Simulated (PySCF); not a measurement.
# Correlation energy of P⁺ (phosphorus, charge +1)

[Ne] 3s2 3p2, high-spin 3P determinant. All numbers are calculated (PySCF 2.14, no relativity, point nucleus, in dyall-av3z). Frozen: [Ne]; 4 electrons correlated; the 26 highest virtual orbitals of each spin left out.

```csv
level,correlation energy (mhartree)
CCSD,-83.22
(T),-2.33
CCSD(T),-85.55
```

Diagnostics: T1 = 0.0099, D1 = 0.0247, largest double amplitude 0.102.

Cost of the coupled-cluster step: about 5 core-seconds, for 4 correlated electrons.

Iterations:

```
CC2 = 0
CCSD nocc = (np.int64(3), np.int64(1)), nmo = (53, 53)
frozen orbitals [[0, 1, 2, 3, 4, 58, 59, 60, 61, 62, 63, 64, 65, 66, 67, 68, 69, 70, 71, 72, 73, 74, 75, 76, 77, 78, 79, 80, 81, 82, 83], [0, 1, 2, 3, 4, 58, 59, 60, 61, 62, 63, 64, 65, 66, 67, 68, 69, 70, 71, 72, 73, 74, 75, 76, 77, 78, 79, 80, 81, 82, 83]]
max_cycle = 100
direct = 0
conv_tol = 1e-08
conv_tol_normt = 1e-06
diis_space = 8
diis_start_cycle = 0
Init t2, MP2 energy = -0.0634738808250827
Init E_corr(UCCSD) = -0.0634738808351728
cycle = 1  E_corr(UCCSD) = -0.0770865692887783  dE = -0.0136126885  norm(t1,t2) = 0.0498558
cycle = 2  E_corr(UCCSD) = -0.0808655729671831  dE = -0.00377900368  norm(t1,t2) = 0.0194554
cycle = 3  E_corr(UCCSD) = -0.0832121689638258  dE = -0.002346596  norm(t1,t2) = 0.00910671
cycle = 4  E_corr(UCCSD) = -0.0832026107256587  dE = 9.55823817e-06  norm(t1,t2) = 0.0016815
cycle = 5  E_corr(UCCSD) = -0.0832182851215866  dE = -1.56743959e-05  norm(t1,t2) = 0.000249091
cycle = 6  E_corr(UCCSD) = -0.0832139079823582  dE = 4.37713923e-06  norm(t1,t2) = 5.34384e-05
cycle = 7  E_corr(UCCSD) = -0.0832159460564351  dE = -2.03807408e-06  norm(t1,t2) = 9.07569e-06
cycle = 8  E_corr(UCCSD) = -0.0832154648701265  dE = 4.81186309e-07  norm(t1,t2) = 2.0156e-06
cycle = 9  E_corr(UCCSD) = -0.0832154730581182  dE = -8.18799172e-09  norm(t1,t2) = 3.35778e-07
UCCSD converged
E(UCCSD) = -340.4379787658602  E_corr = -0.08321547305811822
UCCSD(T) correction = -0.00233060804104589
```
